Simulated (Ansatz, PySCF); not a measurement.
This PySCF input computes a B3LYP/def2-TZVPD energy:

```python
from pyscf import gto, scf, dft

mol = gto.M(
    atom='''
    Si   -0.01014766    0.01439914    0.63311610
    F     1.06775889   -0.71365869   -0.45945974
    F    -1.05197364    0.69126002   -0.52538753
    ''',
    basis='def2-tzvpd',
    charge=-1,
    spin=1,
    verbose=4,
)

mf = dft.UKS(mol, xc='b3lyp').density_fit(auxbasis='def2-universal-jkfit')
mf.grids.level = 3
mf.conv_tol = 1e-9
mf.max_cycle = 100
mf.max_memory = 1500
mf.kernel()
if not mf.converged:
    mf = mf.newton()
    mf.kernel(mf.make_rdm1())
for _ in range(2):
    mo, _, stable, _ = mf.stability(return_status=True)
    if stable:
        break
    mf.kernel(mf.make_rdm1(mo, mf.mo_occ))
mf.analyze()
```

Question: Write an input for the same energy in Ansatz (a program for electronic structure) and say what it gives.

Answer: 
Ansatz 0.2 input:
```yaml
crystal:
  periodic: [false, false, false]
  atoms:
    - {symbol: Si, position_ang: [-0.01014766, 0.01439914, 0.63311610]}
    - {symbol: F, position_ang: [1.06775889, -0.71365869, -0.45945974]}
    - {symbol: F, position_ang: [-1.05197364, 0.69126002, -0.52538753]}
basis:
  gaussian:
    orbitals: def2-TZVPD
hamiltonian:
  xc: {name: B3LYP}
total_charge: -1
magnetization: {spin_polarized: true, initial_magnetization: 1}
output: {forces: true}
```
It gives -489.41082 Eh, and PySCF -489.41087 Eh, a difference of 0.05 mEh, from the treatment of integrals and grids.
